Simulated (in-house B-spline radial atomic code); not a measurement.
Whole-atom quantities along the 31-electron series, configuration [Ar] 3d10 4s2 4p1. Breit and QED terms are first order and not part of the total energy; the density at the nucleus is averaged over the nuclear charge. Computed with a radial B-spline atomic code at the basis-set limit: Dirac-Hartree-Fock, average of the configuration, finite nuclei.

```csv
ion,Z,E/Z² (Eh),Σ<r²> (bohr²),n(0)/Z³ (bohr⁻³),Lamb diamagnetic shielding (ppm),repulsion over attraction,Breit energy (eV),self-energy (eV),vacuum polarisation (eV),Dirac less non-relativistic energy (Eh)
Sb20+,51,-2.4267,3.8249,1.5119,5102.06,0.11446,125.79,97.607,-12.645,-166.54
Te21+,52,-2.4419,3.6022,1.5538,5229.28,0.1125,134.3,104.57,-13.75,-181.25
I22+,53,?,?,?,?,?,?,?,?,?
Xe23+,54,-2.4714,3.2115,1.6478,5486.3,0.10872,152.51,119.62,-16.201,-213.69
Cs24+,55,-2.4857,3.0395,1.6982,5616.15,0.10691,162.24,127.73,-17.555,-231.53
Ba25+,56,-2.4998,2.8809,1.7499,5746.94,0.10514,172.38,136.25,-19.001,-250.51
La26+,57,-2.5136,2.7343,1.8051,5878.7,0.10342,182.97,145.2,-20.545,-270.7
Ce27+,58,-2.5273,2.5985,1.8624,6011.46,0.10174,193.99,154.59,-22.193,-292.14
Pr28+,59,-2.5407,2.4724,1.923,6145.27,0.10011,205.48,164.44,-23.951,-314.9
Nd29+,60,-2.5539,2.3552,1.986,6280.17,0.098512,217.44,174.77,-25.824,-339.03
Pm30+,61,?,?,?,?,?,?,?,?,?
Sm31+,62,-2.5799,2.1439,2.1082,6553.32,0.095438,242.8,196.94,-29.939,-391.64
Eu32+,63,-2.5926,2.0485,2.1788,6691.69,0.093957,256.24,208.82,-32.201,-420.27
Gd33+,64,-2.6052,1.9591,2.2509,6831.3,0.09251,270.19,221.25,-34.607,-450.54
Tb34+,65,-2.6177,1.8753,2.3434,6972.28,0.091096,284.68,234.26,-37.177,-482.56
Dy35+,66,-2.6301,1.7966,2.4085,7114.47,0.089716,299.7,247.88,-39.89,-516.28
Ho36+,67,?,?,?,?,?,?,?,?,?
Er37+,68,-2.6545,1.6529,2.5863,7403.22,0.087047,331.44,277,-45.867,-589.47
```

Question: Fill in the row of I22+.

Answer: E/Z² (Eh): -2.4568; Σ<r²> (bohr²): 3.3984; n(0)/Z³ (bohr⁻³): 1.6006; Lamb diamagnetic shielding (ppm): 5357.36; repulsion over attraction: 0.11059; Breit energy (eV): 143.2; self-energy (eV): 111.91; vacuum polarisation (eV): -14.935; Dirac less non-relativistic energy (Eh): -196.95.

Question: Fill in the row of Pm30+.

Answer: E/Z² (Eh): -2.567; Σ<r²> (bohr²): 2.2459; n(0)/Z³ (bohr⁻³): 2.0492; Lamb diamagnetic shielding (ppm): 6416.17; repulsion over attraction: 0.096956; Breit energy (eV): 229.87; self-energy (eV): 185.6; vacuum polarisation (eV): -27.819; Dirac less non-relativistic energy (Eh): -364.59.

Question: Fill in the row of Ho36+.

Answer: E/Z² (Eh): -2.6423; Σ<r²> (bohr²): 1.7226; n(0)/Z³ (bohr⁻³): 2.4999; Lamb diamagnetic shielding (ppm): 7258.14; repulsion over attraction: 0.088366; Breit energy (eV): 315.29; self-energy (eV): 262.11; vacuum polarisation (eV): -42.79; Dirac less non-relativistic energy (Eh): -551.92.

Question: With what power of Z does the column «Σ<r²> (bohr²)» change over this range?

Answer: A fit of the logarithm of its size against log Z from Z = 51 to 68 has slope -2.91. Unscreened non-relativistic hydrogenic orbitals would give -2.
